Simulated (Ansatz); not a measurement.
Species: CH4BO2, net charge 0, doublet state. It need not be the lowest isomer of its formula. SMILES: [CH2]B(O)O
Structure (B3LYP-D3(BJ)/def2-TZVP (Ansatz, an electronic-structure program) minimum search):
```
B
O 1 1.3688
H 2 0.9639 1 112.33
O 1 1.3778 2 117.52 3 0.00
H 4 0.9606 1 114.14 2 -180.00
C 1 1.5394 2 118.83 3 180.00
H 6 1.0832 1 121.67 2 0.00
H 6 1.0846 7 114.82 1 180.00
```
Charge 0, spin multiplicity 2.

Computed values are from Ansatz. Correlated levels leave the core frozen unless marked. Open shells are spin-unrestricted. No spin-orbit coupling. Non-relativistic. CBS marks a two-point X^-3 extrapolation of the correlation energy; Hartree-Fock from the larger set.

The atomisation energy De is 3288.0 kJ/mol at CCSD(T)/CBS(aug-cc-pVTZ,aug-cc-pVQZ) and the total energy comes out as -215.6513 Eh at CCSD(T)/CBS(aug-cc-pVTZ,aug-cc-pVQZ). The dipole moment comes out as 1.49 D at CCSD(T)/aug-cc-pVDZ and the T1 diagnostic comes out as 0.013 at CCSD/aug-cc-pVQZ.
